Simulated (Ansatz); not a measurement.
Start from `NB(O)[TeH]` and change one atom or group to get `NB(O)Cl`.

Ansatz, PBE0-D4/def2-TZVP geometries, multiplicity 1. Each molecule was computed in one conformer, which needn't be the lowest.

Elements past krypton have def2 core potentials.

```json
{"property": "HOMO–LUMO gap (B3LYP/def2-TZVPP) / eV", "`NB(O)[TeH]`": "5.51"}
{"property": "LUMO energy (PBE/def2-TZVPP) / eV", "`NB(O)[TeH]`": "-0.94"}
{"property": "HOMO energy (B3LYP/def2-TZVPP) / eV", "`NB(O)[TeH]`": "-5.89"}
{"property": "ideal-gas entropy at 298 K and 1 bar (rigid rotor, harmonic PBE0-D4/def2-TZVP) / J/(mol·K)", "`NB(O)[TeH]`": "329"}
{"property": "zero-point energy (PBE0-D4/def2-TZVP) / kJ/mol", "`NB(O)[TeH]`": "138.4"}
{"property": "LUMO energy (PBE0/def2-TZVPP) / eV", "`NB(O)[TeH]`": "-0.11"}
```

(1) Give the same properties after the change, and the shifts. (An estimate is asked.)

Results:

(1) Ansatz gave: 
| property | `NB(O)Cl` | shift |
| --- | --- | --- |
| HOMO–LUMO gap (B3LYP/def2-TZVPP) / eV | 8.24 | 2.73 |
| LUMO energy (PBE/def2-TZVPP) / eV | -0.03 | 0.91 |
| HOMO energy (B3LYP/def2-TZVPP) / eV | -7.83 | -1.94 |
| ideal-gas entropy at 298 K and 1 bar (rigid rotor, harmonic PBE0-D4/def2-TZVP) / J/(mol·K) | 294 | -35 |
| zero-point energy (PBE0-D4/def2-TZVP) / kJ/mol | 125.0 | -13.4 |
| LUMO energy (PBE0/def2-TZVPP) / eV | 0.79 | 0.90 |

With PBE0 the HOMO falls by 1.98 eV and the LUMO rises by 0.90 eV, so the gap widens by about 2.88 eV. PBE moves the HOMO by -1.55 eV and ωB97M-V by -2.27 eV. The zero-point energy changes by -13.4 kJ/mol with -3 modes.

B3LYP here is the variant with VWN-RPA as its local correlation; programs differ in this.

Spin–orbit coupling is left out; it splits and shifts lone-pair levels of the heavy atoms by tenths of an eV.
